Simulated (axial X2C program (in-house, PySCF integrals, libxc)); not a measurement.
# Spectroscopic constants of BePd

Computed with an axial X2C code built on PySCF integrals. Spin-free means the one-electron spin-free X2C Hamiltonian; two-component (2c) means X2C with spin–orbit coupling and atomic mean-field two-electron Coulomb and Gaunt terms, so the difference of the two also holds small scalar two-electron terms. Basis: Pd dyall-cv3z [12s12p8d5f3g], Be dyall-cv3z [8s8p3d1f] (cores contracted in-house); Gaussian nuclei, density fitting, unrestricted open shells. Masses: Pd 105.903 u, Be 9.012 u.

State, spin-free: M_S = 0, Λ = 0 (closed shell); electrons by block: σα: 11, σβ: 11, π+α: 5, π+β: 5, π-α: 5, π-β: 5, δ+α: 2, δ+β: 2, δ-α: 2, δ-β: 2. Fragments: Pd + Be.

State, 2c: Ω = 0 (closed shell); electrons by block: 1/2: 16, -1/2: 16, 3/2: 7, -3/2: 7, 5/2: 2, -5/2: 2. Fragments: Pd + Be.

```csv
Hamiltonian,level,Re (Å),ωe (cm⁻¹),ωexe (cm⁻¹),αe (cm⁻¹),De (eV),D0 (eV),k (mdyn/Å),μ (D)
spin-free,PBE0,1.912,633.7,4.72,0.00562,2.34,2.30,1.97,-0.75
spin-free,HF,1.989,494.1,n/a,0.00796,n/a,n/a,1.19,-1.40
spin-free,MP2,1.894,674.4,5.03,n/a,2.30,2.26,2.23,n/a
spin-free,CCSD,1.920,610.1,5.37,0.00614,1.87,1.83,1.82,n/a
spin-free,CCSD(T),1.919,630.2,4.8,0.00552,2.10,2.06,1.94,n/a
spin-free,r2SCAN0,1.898,651.1,4.82,0.00548,2.45,2.41,2.07,-0.76
2c,PBE0,1.911,633.5,4.72,0.00563,2.34,2.30,1.96,-0.75
2c,HF,1.988,494.2,n/a,0.00797,n/a,n/a,1.2,-1.40
2c,MP2,1.893,674.1,5.02,n/a,2.30,2.26,2.22,n/a
2c,CCSD,1.919,609.8,5.35,0.00616,1.87,1.83,1.82,n/a
2c,CCSD(T),1.918,629.8,4.78,0.00554,2.10,2.06,1.94,n/a
2c,r2SCAN0,1.898,650.9,4.81,0.00549,2.46,2.42,2.07,-0.77
```

Correlated methods: 12 electrons correlated (number of frozen shells: Pd 4 s, 3 p, 1 d; Be 1 s), 268 virtual spin orbitals or spinors in MP2, 90 natural virtuals in coupled cluster.

Dipoles are positive if Be is the positive end.

Occupations by symmetry block were frozen at the best pattern of an incomplete PBE0 search. The closed shell is kept restricted, so the energy runs too high when the bond is stretched far. Dissociation energies refer to the lowest single-determinant-based atoms at the same level and basis. De is not given where an atomic determinant may have missed its ground term or J level, or where the truncated virtual space spoils (T). CCSD and (T) use frozen natural virtuals with an MP2 correction for the truncation; (T) itself is uncorrected, so its De runs slightly low. The T1 diagnostic is large, a sign of multireference character.

Rough cost a point (2c) on 1 thread(s) of a shared host, integrals apart: PBE0 1.4 s, HF 0.7 s, CCSD(T) 7 s, r2SCAN0 2.2 s.

The whole task took 3.6 min on 1 thread of Intel(R) Xeon(R) CPU @ 2.60GHz (Ice Lake), with other jobs on the host.
